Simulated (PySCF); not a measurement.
## Electron correlation in Ni³⁺ (nickel, charge +3)

[Ar] 3d7, high-spin 4F determinant. All numbers are calculated (PySCF 2.14, scalar relativity by spin-free X2C-1e, in x2c-TZVPPall (6s5p4d2f1g, 64 functions)). Frozen: [Ne]; 15 electrons correlated.

MP2 pair energies summed by pair of shells (mhartree):

```
 pair   energy  share (%)
3p-3d  -189.14       39.6
3d-3d  -167.25       35.0
3p-3p   -53.97       11.3
3s-3d   -36.64        7.7
3s-3p   -26.93        5.6
3s-3s    -3.87        0.8
```

Total MP2 correlation energy: -477.81 mhartree.

Same-spin part -153.82 and opposite-spin part -323.99 mhartree; SCS-MP2 scales them by 1/3 and 6/5 to -440.06 mhartree.

This basis was not built for core-valence correlation, so the inner-shell part is incomplete.
